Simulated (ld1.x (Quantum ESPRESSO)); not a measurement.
Zr: TM pseudisation with BP86, scalar-relativistic reference atom.

```
Element                 : Zr
Generator               : ld1.x (Quantum ESPRESSO) 7.5
Type                    : norm-conserving Troullier–Martins (Kleinman–Bylander form)
Functional              : BP86
Relativity              : scalar-relativistic
Frozen core             : [Kr]
Valence charge          : 4
Reference configuration : 4d2.5 5s1.5 5p0
Partial waves           : 5p (bound, empty): rc 3.60 bohr; 4d (bound): rc 2.40 bohr; 4f channel at -0.1 Ry: rc 3.25 bohr; 5s (bound): rc 3.05 bohr
Local potential         : the s channel
Core correction         : none
```

All-electron outer shells of the reference configuration (BP86, scalar-relativistic, ld1.x):

```csv
shell,level (eV),outermost node (bohr),outermost maximum (bohr)
4s,-53.50,0.55,1.08
4p,-31.51,0.56,1.17
5s,-4.27,1.47,3.19
4d,-3.04,0.58,1.63
5p,-1.40,1.71,4.26
```

Estimate the cutoffs (Ry, on a coarse ladder) from which the occupation-weighted sum of valence levels, in a spherical-Bessel basis at the reference potential, stays within 10 and 1 mRy of its value at 400 Ry.

25 Ry and 30 Ry.

What does a ghost test show?

No extra level below or beside the all-electron valence levels (p, d, f, s tested).

Which valence shell sets the plane-wave cutoff?

4d: its level needs 30 Ry to come within 1 mRy, against 10 Ry for 5s.

Tests: 4d2 5s2 5p0; 4d2 5s1 5p0; 4d2 5s0 5p0; 4d2 5s1.5 5p0; 4d3 5s1 5p0; 4d2 5s1 5p1; 4d1 5s0 5p0. Which has the largest error in its energy relative to the reference configuration, and how large is it?

4d1 5s0 5p0, with +102 meV (all-electron minus pseudo) on +42.57 eV.
